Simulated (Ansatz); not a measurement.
Harmonic frequencies (cm⁻¹) at PBE0-D4/def2-TZVP from Ansatz: 115, 150, 184, 191, 223, 321, 510, 612, 642, 696, 700, 728, 797, 847, 897, 942, 1263, 1452, 1454, 1579, 2138, 3061, 3150, 3158, 3572, 3668, 3885.

Each molecule was computed in one conformer, which needn't be the lowest.

(1) Which molecule is it?
A. `[CH3][GeH]([NH2])[OH]`
B. `BCBO`
C. `C=C(C)B(F)Cl`
D. `N[CH2][GeH2][OH]`

Answers

(1) A.
